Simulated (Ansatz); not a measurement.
Reaction (formal exchange of groups at the Si–Si bond): `C[SiH]([SiH3])[AsH2]` + `C=CNC` → `C=C([SiH3])NC` + `C[SiH2][AsH2]`

Calculated with Ansatz (gas phase, PBE0-D4/def2-TZVP geometries, no zero-point term in ΔE). CCSD(T)/CBS is the MP2 limit (def2-TZVPP, def2-QZVPP) plus CCSD(T) − MP2 in def2-TZVPP, frozen cores. For As outer-core shells are correlated without core-valence functions, which leaves a few kJ/mol of doubt a bond. Scalar relativity is left out up to krypton. One conformer a species, not always the lowest.

| level | ΔE (kcal/mol) |
| --- | --- |
| MP2/def2-QZVPP | 1.9 |
| SCS-MP2/def2-QZVPP | 1.8 |

What does CCSD(T)/CBS give? (Best estimate.)

Ansatz gave: +3.2 kcal/mol. The listed levels differ from it by -1.3, -1.4 kcal/mol.

Largest T1 diagnostic among the species: 0.012.
